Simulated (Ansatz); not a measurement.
BFGaHS (`F[B]1[S][GaH]1`), relaxed with RKS PBE0-D4/def2-TZVP in Ansatz from a PBE-D4/def2-SVP geometry. The force threshold is 0.005 eV/Å; the program also tests the step.

Charge 0, multiplicity 1.

Start:

```xyz
5

F    -0.754   -1.099    1.863
B    -0.153   -0.521    0.833
S     1.507   -0.403    0.250
Ga   -0.435    0.604   -0.817
H    -0.165    1.420   -2.129
```

| step | energy (eV) | largest force (eV/Å) | largest move (Å) |
| --- | --- | --- | --- |
| 1 | -66612.3814 | 0.515 | 0.000 |
| 2 | -66612.3998 | 0.175 | 0.024 |
| 3 | -66612.4041 | 0.185 | 0.023 |
| 4 | -66612.4047 | 0.128 | 0.010 |
| 5 (rejected) | -66612.4041 | 0.161 | 0.037 |
| 6 | -66612.4067 | 0.021 | 0.016 |
| 7 (rejected) | -66612.4066 | 0.079 | 0.008 |
| 8 | -66612.4067 | 0.009 | 0.004 |
| 9 | -66612.4068 | 0.011 | 0.002 |
| 10 | -66612.4068 | 0.002 | 0.000 |

End:

```xyz
5

F    -0.746   -1.097    1.856
B    -0.172   -0.517    0.831
S     1.484   -0.398    0.248
Ga   -0.371    0.594   -0.818
H    -0.195    1.417   -2.117
```

It took 39 s on 2 threads of an Arm Neoverse V1 on a shared host, with 0.36 GiB of host memory at the peak.
